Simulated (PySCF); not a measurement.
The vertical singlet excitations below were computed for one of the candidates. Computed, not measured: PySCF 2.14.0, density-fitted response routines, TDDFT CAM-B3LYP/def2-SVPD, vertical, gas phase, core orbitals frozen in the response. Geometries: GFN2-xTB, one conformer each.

```tsv
state	E (eV)	f	main configurations (H = HOMO, L = LUMO)
S1	4.91	0.0016	H→L (81%), H→L+1 (13%)
S2	6.98	0.0057	H→L+1 (74%), H→L (9%), H→L+4 (9%)
S3	7.08	0.312	H-1→L (85%)
S4	7.17	0.0037	H-3→L+2 (24%), H-2→L+1 (19%), H-2→L (17%)
S5	7.46	0.0020	H-1→L+2 (20%), H-3→L+2 (17%), H-2→L (16%)
S6	7.50	0.020	H-1→L+1 (32%), H-2→L+2 (19%), H-3→L (8%)
S7	7.65	0.039	H→L+3 (60%), H→L+5 (14%)
S8	7.69	0.017	H→L+2 (81%)
```

Triplets computed (Tamm–Dancoff): 4.12, 4.75, 5.98 eV.

Task: Which structure fits? All have the formula C3H6N2Si.
A. `N#CC/C=N\[SiH3]`
B. `C=NC[SiH2]C#N`
C. `N(=C/C)/[SiH2]C#N`
D. `N#CC/C=N/[SiH3]`

Result: B. Its S1, at 4.91 eV, is the highest among the candidates; the nearest of the others has S1 at 4.27 eV. S1 is HOMO→LUMO (81%), HOMO→LUMO+1 (13%). Löwdin shares by element: HOMO nitrogen 59% or more, carbon 25% or more, hydrogen 6% or more; LUMO carbon 34% or more, nitrogen 24% or more, silicon 12% (atoms not listed hold the other 30%). At the same level the other candidates give, for their lowest levels:
- `C/C=N\[SiH2]C#N`: 4.23 eV (f 0.001); 6.13 eV (f 0.029); 6.86 eV (f 0.007); 7.09 eV (f 0.076); 7.14 eV (f 0.002); T1 3.72 eV; HOMO -8.81, LUMO -0.02 eV
- `N#CC/C=N\[SiH3]`: 4.18 eV (f 0.001); 6.43 eV (f 0.013); 7.24 eV (f 0.019); 7.35 eV (f 0.051); 7.55 eV (f 0.012); T1 3.61 eV; HOMO -8.82, LUMO -0.09 eV
- `N#CC/C=N/[SiH3]`: 4.27 eV (f 0.001); 6.54 eV (f 0.023); 7.47 eV (f 0.042); 7.54 eV (f 0.087); 7.62 eV (f 0.122); T1 3.69 eV; HOMO -8.94, LUMO -0.07 eV

The values belong to the conformer `[CH2:1]=[N:2][CH2:3][SiH2:4][C:5]#[N:6]`: C1–N2–C3–Si4 112°, N2–C3–Si4–C5 177°.
